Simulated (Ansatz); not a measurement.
Cartesian coordinates in Å:
```
O 0.420 0.589 -2.206
C -0.117 -0.323 -1.632
C -0.052 -0.535 -0.161
Si 1.605 0.046 0.547
Si -1.476 0.404 0.664
H -0.720 -1.064 -2.199
H -0.227 -1.591 0.076
H 1.643 1.523 0.669
H 2.717 -0.425 -0.315
H 1.742 -0.547 1.903
H -1.351 1.852 0.374
H -1.404 0.169 2.129
H -2.779 -0.098 0.152
```

Charge 0, multiplicity 1.

Task: List the PBE/def2-TZVPP orbital energies in eV (Ansatz 0.2.0). (An estimate is asked.)

Result: The calculation gave: Occupied: -1780.02, -1779.76, -510.33, -271.53, -269.45, -137.78, -137.51, -94.52, -94.49, -94.49, -94.26, -94.23, -94.23, -26.47, -18.93, -14.72, -13.54, -12.63, -12.23, -10.66, -10.38, -9.42, -8.70, -8.57, -8.36, -8.31, -7.74, -6.08. Lowest empty: -2.14, -0.68, -0.29, 0.21, 0.42, 0.61, 0.69, 0.85.
